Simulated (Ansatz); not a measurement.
Cartesian coordinates in Å:
```
O 0.8123 1.7081 -0.8114
Al 0.0897 0.3383 -0.1476
S -2.0517 0.4760 0.1948
S 1.2919 -1.4233 0.3123
H 1.7402 1.7985 -1.0176
H -2.1294 -0.7701 0.6914
H 0.2470 -2.1274 0.7780
```

Total charge 0; spin multiplicity 1.

List the CAM-B3LYP/def2-TZVPP orbital energies in eV (Ansatz 0.2.0). (An estimate is asked.)

The calculation gave: Occupied: -2419.81, -2419.75, -1527.25, -522.33, -217.88, -217.81, -162.45, -162.39, -162.35, -162.29, -162.28, -162.21, -115.24, -75.94, -75.82, -75.80, -29.03, -22.20, -21.82, -16.07, -13.42, -12.94, -11.99, -11.23, -11.19, -9.95, -9.44, -8.98. Lowest empty: 0.32, 0.86, 0.92, 1.73, 2.07, 3.46, 3.97, 4.48.
